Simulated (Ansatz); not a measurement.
Reaction (formal exchange of groups at the Se–Sn bond): `[CH3][SnH]([F])[SeH]` + `BCN=C` → `BC/N=C/[SeH]` + `[CH3][SnH2][F]`

Computed with Ansatz on PBE0-D4/def2-TZVP structures; ΔE is electronic, products minus reactants. CCSD(T)/CBS adds triple-zeta CCSD(T) − MP2 to the extrapolated MP2 energy (def2 sets, frozen cores). Elements past krypton have def2 core potentials. For Se, Sn outer-core shells are correlated without core-valence functions, which leaves a few kJ/mol of doubt a bond. Scalar relativity is left out up to krypton. Each species was taken in one conformer, which may not be the lowest.

```json
{"level": "HF/def2-QZVPP", "ΔE (kJ/mol)": "123.9"}
{"level": "CCSD/CBS(def2)", "ΔE (kJ/mol)": "122.6"}
```

(1) What does CCSD(T)/CBS give? (Best estimate.)

Largest T1 diagnostic among the species: 0.013.

Answers

(1) The calculation gave: +120.5 kJ/mol. The listed levels differ from it by 3.4, 2.1 kJ/mol.

From PBE to PBE0 (25 % exact exchange), in def2-TZVPP and without D4, ΔE moves by +5.9 kJ/mol. In def2-TZVPP, CCSD(T) changes the Hartree–Fock value by −14.3 kJ/mol (the triples alone add −2.1 kJ/mol) and MP2 by −12.7 kJ/mol.

CCSD(T)/CBS has its own doubt, a few kJ/mol and more with outer-core shells, so smaller differences from it don't rank the levels.
